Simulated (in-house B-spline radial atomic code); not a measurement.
RPA and G0W0 for the silicon ion Si³⁺, [Ne] 3s1, highest spin, as one setting changes: the radius of a hard wall (bohr). Start: PBE0. A dash marks a level of low quasi-particle weight. Computed with a B-spline radial code for spherical atoms: all electrons, non-relativistic, point nucleus, each spin shell either full or empty, empty states to l = 9 with an (l + 1/2)⁻⁴ tail; G0W0 by contour deformation at full frequency.

```json
{"radius of a hard wall (bohr)": "2", "mean-field level (eV)": "-5.666", "G0W0 level (eV)": "3s up -12.575", "RPA correlation (Eh)": "-0.66752"}
{"radius of a hard wall (bohr)": "2.5", "mean-field level (eV)": "-29.005", "G0W0 level (eV)": "3s up -34.80", "RPA correlation (Eh)": "-0.65153"}
{"radius of a hard wall (bohr)": "3", "mean-field level (eV)": "?", "G0W0 level (eV)": "?", "RPA correlation (Eh)": "?"}
{"radius of a hard wall (bohr)": "3.5", "mean-field level (eV)": "-39.92", "G0W0 level (eV)": "3s up -44.72", "RPA correlation (Eh)": "-0.63875"}
{"radius of a hard wall (bohr)": "4", "mean-field level (eV)": "-40.98", "G0W0 level (eV)": "3s up -45.57", "RPA correlation (Eh)": "-0.63646"}
{"radius of a hard wall (bohr)": "5", "mean-field level (eV)": "-41.47", "G0W0 level (eV)": "3s up -45.89", "RPA correlation (Eh)": "-0.63492"}
{"radius of a hard wall (bohr)": "6", "mean-field level (eV)": "-41.52", "G0W0 level (eV)": "3s up -45.90", "RPA correlation (Eh)": "-0.63466"}
{"radius of a hard wall (bohr)": "8", "mean-field level (eV)": "?", "G0W0 level (eV)": "?", "RPA correlation (Eh)": "?"}
{"radius of a hard wall (bohr)": "12", "mean-field level (eV)": "-41.53", "G0W0 level (eV)": "3s up -45.90", "RPA correlation (Eh)": "-0.63456"}
```

Problem. What belongs in the row for 3?

Solution. mean-field level (eV): -37.01; G0W0 level (eV): 3s up -42.18; RPA correlation (Eh): -0.6432.

Problem. What belongs in the row for 8?

Solution. mean-field level (eV): -41.53; G0W0 level (eV): 3s up -45.90; RPA correlation (Eh): -0.63459.
